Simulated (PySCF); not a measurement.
Os, quintet (core potentials on Os). Base run: PBE/def2-SV(P) (PySCF).

Input for PySCF:
```python
from pyscf import gto, scf, dft

mol = gto.Mole()
mol.atom = '''
    Os    0.00000000    0.00000000    0.00000000
'''
mol.basis = 'def2-sv(p)'
mol.ecp = {'Os': 'def2-sv(p)'}
mol.spin = 4
mol.verbose = 4
mol.build()

mf = dft.UKS(mol)
mf.xc = 'pbe'
mf.kernel()
mf.analyze()
```

Variants of this job, named by their change:

```
change                                           ΔE vs base (µEh)  fitting functions        outcome
-----------------------------------------------  ----------------  -----------------  -------------
base                                                          0.0                  -      converged
auxbasis = cc-pvqz-jkfit                                        -                  -  input refused
auxbasis = def2-universal-jkfit                              -8.3                227      converged
auxbasis = even-tempered beta=1.6                            -3.4                230      converged
auxbasis = default (with mf = mf.density_fit())             -69.1                 89      converged
auxbasis = def2-universal-jfit                              -69.1                 89      converged
auxbasis = def2-svp-ri                                          -                  -  input refused
auxbasis = cc-pvtz-jkfit                                        -                  -  input refused
auxbasis = autoaux                                          -22.7                197      converged
auxbasis = cc-pvtz-ri                                           -                  -  input refused
```

A fitting set is made for a task (jfit for Coulomb, jkfit for Coulomb and exchange, ri for correlation) and for a family of orbital bases.

Open shells are given as the SCF converged; they aren't shown to be the lowest states, and a large step between rows can be another state.

- auxbasis = cc-pvqz-jkfit: ended with `pyscf.lib.exceptions.BasisNotFoundError: Basis set not found for Os in cc-pvqz-jkfit`
- auxbasis = def2-svp-ri: ended with `pyscf.lib.exceptions.BasisNotFoundError: Basis set not found for Os in def2-svp-ri`
- auxbasis = cc-pvtz-jkfit: ended with `pyscf.lib.exceptions.BasisNotFoundError: Basis set not found for Os in cc-pvtz-jkfit`
